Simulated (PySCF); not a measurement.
AlBr2H4N.
Cartesian coordinates in Å at the PBE0-D3(BJ)/def2-SVP level; atoms count from 1:
```
atom  x, y, z in Å
N1    -1.0057   -0.0003    0.0211
Al2    1.0183   -0.0059    0.2039
Br3    1.4291    1.9206   -0.9675
Br4    1.4196   -1.9379   -0.9610
H5    -1.4292    0.8495    0.3998
H6    -1.4467   -0.8077    0.4671
H7    -1.2341   -0.0384   -0.9753
H8     1.3007    0.0012    1.7592
```

The calculation used PBE0-D3(BJ)/def2-SVP geometry optimisation, gas phase (PySCF 2.14.0).

Question: Which atoms are bound to Al2, and at what distances?

Answer: 4 atoms: H8 1.581 Å, N1 2.032 Å, Br4 2.291 Å, Br3 2.292 Å. The nearest atom not counted as bound is H7, at 2.54 Å.

Question: List the angles at Al2.

Answer: 
```csv
angle,degrees,distance of the outer atoms (Å)
Br4–Al2–H8,118.2,3.34
Br3–Al2–H8,117.8,3.34
Br3–Al2–Br4,114.7,3.86
N1–Al2–H8,105.5,2.89
N1–Al2–Br4,97.5,3.26
N1–Al2–Br3,97.5,3.26
```

Question: What is the shape at Al2?

Answer: Distorted tetrahedral: angles from 97.5° to 118.2°; τ4 = (360° − α − β)/141° = 0.88 with α and β the two widest (0 for a square, 1 for a tetrahedron).

Question: What are the other bond lengths?

Answer: N1–H5, N1–H6, N1–H7 1.023 Å.

Question: What are the rotational constants (commonest isotopes, rigid rotor)?

Answer: A = 3468, B = 823.0, C = 712.4 MHz: a near-prolate asymmetric top.

Charge 0, singlet. Whether it is a minimum is left open (no frequencies).

The run took 46 s on Arm Neoverse V1, one thread, on a shared host, and the process peaked at 0.49 GiB of memory. These figures are those of the optimisation.
